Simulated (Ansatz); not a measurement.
Input file for Ansatz (an electronic-structure program): R-wB97X-V/def2-TZVPP on BH3S (SMILES BS), a point of a torsion scan.

Ansatz 0.2 input:
```yaml
crystal:
  periodic: [false, false, false]
  atoms:
    - {symbol: B, position_ang: [-0.57299428, -0.00831324, -0.09994972]}
    - {symbol: S, position_ang: [1.09799036, -0.42569719, 0.34714806]}
    - {symbol: H, position_ang: [-1.36900979, -0.84459300, -0.27157999]}
    - {symbol: H, position_ang: [-0.92943490, 1.05600808, 0.23263494]}
    - {symbol: H, position_ang: [1.40085781, -1.18331535, -0.70348127]}
basis:
  gaussian:
    orbitals: def2-TZVPP
hamiltonian:
  xc: {name: wB97X-V}
scf: {lower_state_search: off}
```

It printed:

```
WARN ansatz: RAYON_NUM_THREADS=1 ignored (pool sized by the plan → 1); use --threads N
Functional definition: wB97X-V
these checks for a lower state are left out or cut short: stability, starts, cluster_reference, orbital_swaps, neighbouring_geometries, increment
integrals: 0.04 GiB planned
637 factors; their error is unknown
integrals: 0.07 GiB planned
154 factors; integrals over basis functions are off by at most 1.4e-5 eV
mean field: 0.40 GiB planned
mean field evaluation 1: about -11558.5308 eV, gradient 1.2e1 eV
mean field evaluation 2: about -11558.9660 eV, gradient 5.7e0 eV
mean field evaluation 4: about -11559.0446 eV, gradient 2.8e-1 eV
mean field evaluation 8: about -11559.0490 eV, gradient 2.5e-1 eV
mean field evaluation 16: about -11559.0491 eV, gradient 1.5e-5 eV
mean field -11559.04907790 eV, -424.7872186079 hartree, gradient 5.2e-6 eV, S^2 0.000000; 0 other end points of the search recorded, 0 dependent functions left out
reference -11559.04907621 eV, -424.7872185457 hartree; 12, 12 occupied and 103, 103 virtual orbitals, 637 factors
Total energy: -11559.04907621 eV, -424.7872185457 hartree
Checks for a lower state left out: stability, starts, cluster_reference, orbital_swaps, neighbouring_geometries, increment
```

The calculation finished and met its thresholds.

Cost: around 2.4 core-seconds (rough).
